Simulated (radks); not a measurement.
Values are calculated unless marked as measured or tabulated.
Neutral rubidium inside a hard spherical wall (all orbitals vanish at R), configuration held at [Kr] 5s1 and not refilled when levels cross. Level of theory: scalar-relativistic Kohn-Sham, LDA (Slater exchange, Perdew-Wang correlation), spin-polarised, spherical densities, finite nucleus; open shells are filled with parallel spins first (spin-orbit coupling, left out, can overturn this in heavy ions); Fermi nuclear charge, rms radius 4.2036 fm (a radial shooting solver on a logarithmic mesh with Libxc functionals). Eigenvalues in eV for spin up, with the zero of energy where the potential of the charges vanishes at infinity; a dash marks a level that is unbound or too diffuse for the functional's potential to be trusted. A positive occupied level is held by the wall or, in an anion where self-interaction has pushed it up, behind a barrier. The pressure on the wall is -dE/dV.

R (bohr),E (hartree),kinetic (hartree),e(3d),e(4s),e(4p),e(5s),"e(5p, empty)","e(4d, empty)",pressure (GPa)
free,-2977.62356,3048.509,-104.15,-31.926,-16.008,-2.546,-0.898,-0.111,0
20,-2977.62356,3048.509,-104.15,-31.926,-16.007,-2.546,-0.895,-0.095,< 0.0001
15,-2977.62346,3048.510,-104.14,-31.913,-15.994,-2.537,-0.849,-0.023,0.000803
12,-2977.62252,3048.518,-104.05,-31.830,-15.914,-2.470,-0.657,0.164,0.0132
10,-2977.61879,3048.540,-103.85,-31.631,-15.721,-2.273,-0.219,0.505,0.0833
7,-2977.57979,3048.696,-102.89,-30.733,-14.866,-0.778,2.430,2.023,1.58
5,-2977.39658,3049.348,-100.71,-28.890,-13.123,4.758,10.596,5.471,20.0
4,-2976.97508,3050.929,-96.947,-26.062,-10.273,14.998,23.859,10.515,112
3.5,-2976.40421,3053.059,-92.728,-22.997,-6.973,26.564,37.753,15.759,314
2,-2962.80745,3094.902,-46.042,23.606,46.614,195.24,218.25,86.224,17800
